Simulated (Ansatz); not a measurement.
Reaction (redistribution): `[F][GeH]([F])[Cl]` + `[F][In]([SH])[SH]` → `[F][GeH]([SH])[Cl]` + `[F][In]([F])[SH]`

Calculated with Ansatz (gas phase, PBE0-D4/def2-TZVP geometries, no zero-point term in ΔE). CBS: MP2 limit from def2 TZ/QZ plus the TZ coupled-cluster correction, frozen cores. Functionals use def2-TZVPP. B3LYP here is the variant with VWN-RPA as its local correlation; programs differ in this. Elements past krypton have def2 core potentials. For Ge, In outer-core shells are correlated without core-valence functions, which leaves a few kJ/mol of doubt a bond. Scalar relativity is left out up to krypton. One conformer a species, not always the lowest.

```csv
level,ΔE (kJ/mol),difference from CCSD(T)/CBS
r2SCAN-D4,55.4,0.7
B97M-V,54.9,0.2
r2SCANh-D4,57.2,2.5
ωB97M-V,55.5,0.8
PBE,49.6,-5.1
revPBE,48.0,-6.7
r2SCAN,55.6,0.9
B3LYP,55.3,0.6
r2SCAN0,59.9,5.2
SCS-MP2/def2-QZVPP,58.4,3.7
CCSD(T)/CBS,54.7,0
```

Largest T1 diagnostic among the species: 0.016.

In def2-TZVPP, CCSD(T) changes the Hartree–Fock value by −5.8 kJ/mol (the triples alone add −1.4 kJ/mol) and MP2 by −4.2 kJ/mol. From BLYP to BHLYP (50 % exact exchange), in def2-TZVPP and without D4, ΔE moves by +10.8 kJ/mol. Leaving LDA and LC-ωPBE aside and taking each functional with its dispersion term where it has one, the values, not all of them listed here, spread over 15.3 kJ/mol, from revPBE-D4 to PBE-QIDH. LDA lies +7.5 kJ/mol from PBE without D4.
